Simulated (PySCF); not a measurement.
# Charge-transfer reorganisation: `C=Cc1cc[s+]cc1`, [C7H7S]+, charge +1

Geometry (Å), atoms numbered from 1 in this order:
```xyz
15

C    -2.4170   -1.1360    0.3134
C    -1.7787   -0.0277   -0.1078
C    -0.3417    0.1912   -0.0937
C     0.5723   -0.7805    0.3838
C     1.9336   -0.6067    0.4112
S     2.7464    0.7829   -0.1152
C     1.4754    1.7744   -0.6266
C     0.1459    1.4295   -0.5796
H    -3.5093   -1.1968    0.2585
H    -1.9040   -2.0139    0.7223
H    -2.3771    0.8009   -0.5021
H     0.1934   -1.7349    0.7586
H     2.5985   -1.3906    0.7910
H     1.7974    2.7479   -1.0134
H    -0.5761    2.1672   -0.9440
```

Total charge +1.

Theory: UKS PBE0/def2-SV(P) four-point reorganisation energy, gas phase in PySCF 2.14.0. Geometry: PBE0/def2-SV(P).

What is the inner reorganisation energy for electron transfer, with the electron affinity?

λ = 0.097 (surface of the reduced species) + 0.095 (surface of the starting species) = 0.192 eV. The electron affinity is 6.01 eV vertical and 6.10 eV adiabatic without zero-point energy; at the relaxed geometry of the reduced species the two energies differ by 6.20 eV. Largest bond changes: S6–C7 1.691 → 1.742 Å, C5–S6 1.694 → 1.742 Å, C3–C4 1.417 → 1.435 Å, C2–C3 1.454 → 1.437 Å, C4–C5 1.373 → 1.358 Å. ⟨S²⟩ of the relaxed reduced species 0.798.
